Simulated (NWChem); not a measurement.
Molecule: BeH$_{2}$S; SMILES [BeH][SH]

```xyz
4

Be     0.1036    -1.3052     0.0000
H      0.0680    -2.6381     0.0000
S      0.1629     0.6097     0.0000
H     -1.1884     0.7024     0.0000
```
Atoms are numbered in this order, from 1.

Results from NWChem. Pople sets run with spherical d functions. Structure relaxed at the PBE0/def2-SVP level. B3LYP is NWChem's, with the RPA form of VWN correlation. Static field.

Q: Order these by “isotropic polarisability (bohr³)”, lowest first: BHandHLYP/6-31+G*; Hartree-Fock/6-31+G*; PBE/6-31+G*; B3LYP/6-31+G*.

A: Hartree-Fock/6-31+G* (31.0), BHandHLYP/6-31+G* (32.5), B3LYP/6-31+G* (34.3), PBE/6-31+G* (35.6)
